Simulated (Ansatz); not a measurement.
C3H2 (SMILES [CH]C#C): geometry of the low-spin state from B3LYP-D3(BJ)/def2-TZVP.
(charge 0, multiplicity 1):
```xyz
5

C      0.0000     0.0000    -1.2646
C      0.0000     0.0000     0.0000
C      0.0000     0.0000     1.2646
H      0.0000     0.0000    -2.3260
H      0.0000     0.0000     2.3260
```
The high-spin state stands at its own minimum; R- takes a restricted low-spin state.

The values were computed with Ansatz (a program for electronic structure) with Gaussian orbitals. 

The gap E(multiplicity 1) − E(multiplicity 3) (kcal/mol) and the share of exact exchange:

| functional | exact exchange (%) | value |
|---|---|---|
| R-PBE/def2-TZVPP | 0 | 26.40 |
| R-PBE0/def2-TZVPP | 25 | 29.93 |
| R-B3LYP/def2-TZVPP | 20 | 25.55 |
| R-BHLYP/def2-TZVPP | 50 | 29.68 |
| R-r2SCAN/def2-TZVPP | 0 | 32.78 |

Take the value as linear in the share of exact exchange along PBE and PBE0. Give the slope, say whether the sign turns, and set the other functionals against that line.


Slope: (29.93 − (26.40))/2.5 = 1.41 kcal/mol for each 10 %. The line keeps its sign from 0 to 100 %. At 50 % it gives 33.5 kcal/mol. From B3LYP to BHLYP the slope is (29.68 − (25.55))/3 = 1.38 for each 10 %. BHLYP, at 50 %, lies -3.8 from the PBE line. B3LYP, at 20 %, lies -3.7 from the PBE line. r2SCAN, with none, stands 6.4 from PBE.

Doubts at one or more of the structures used: a restricted determinant that unrestricted orbitals would lower (R-PBE/def2-TZVPP, R-PBE0/def2-TZVPP, R-B3LYP/def2-TZVPP, R-BHLYP/def2-TZVPP, R-r2SCAN/def2-TZVPP).
